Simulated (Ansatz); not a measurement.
Species: sum formula H2SiO3Br, charge 0, multiplicity 2. It need not be the lowest isomer of its formula. SMILES: [O][Si](O)(O)Br
Geometry from a B3LYP-D3(BJ)/def2-TZVP (Ansatz, an electronic-structure program) optimisation:
```xyz
7

Si     0.2103    -0.3341    -0.8074
Br    -0.3153     0.5021     1.2111
O      0.7238     1.1294    -1.3073
O     -1.0547    -0.9913    -1.5740
O      1.2977    -1.5311    -0.7378
H     -1.8038    -0.4218    -1.7700
H      2.1592    -1.3311    -0.3614
```
Charge 0, spin multiplicity 2.

Parts of the frozen-core correlation energy in 6-31G (Ansatz, hartree). Frozen orbitals: 22; correlated occupied orbitals by spin: 16 and 15; virtual: 35 and 36. UHF or UKS for open shells. No spin-orbit coupling. Non-relativistic.

| term | value |
|---|---|
| reference (HF) | -3086.66093 |
| MP2 opposite-spin | (withheld) |
| MP2 same-spin | -0.10901 |
| CCSD correlation | (withheld) |
| (T) | (withheld) |
| T1 diagnostic | 0.023 |
| largest doubles amplitude | 0.024 |
| <S^2> of the reference | 0.757 |

**Question.** Fill in the missing entries.

**Answer.** 
- MP2 opposite-spin, value: -0.30998
- CCSD correlation, value: -0.43896
- (T), value: -0.00859
